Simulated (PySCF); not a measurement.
A calculated (wB97M-V, PySCF 2.14, x2c-QZVPPall, scalar relativity by spin-free X2C-1e) atom or ion has these occupied shells.

```tsv
shell	electrons	orbital energy (eV)	rms radius, mean of both spins (bohr)
1s β	1	-20953.6	0.0394
1s α	1	-20953.6	0.0394
2s α	1	-3040.5	0.162
2s β	1	-3039.7	0.162
2p α	3	-2721.1	0.144
2p β	3	-2720.5	0.144
3s α	1	-566.42	0.443
3s β	1	-566.08	0.443
3p α	3	-460.76	0.448
3p β	3	-460.32	0.448
3d α	5	-290.87	0.436
3d β	5	-290.03	0.436
4s α	1	-111.85	1.12
4s β	1	-108.64	1.12
4p α	3	-82.529	1.24
4p β	3	-78.633	1.24
4d α	4	-40.580	1.63
```

Name the element and its charge.

Tc(3+) (technetium, charge +3), in [Kr] 4d4, high-spin 5D determinant.
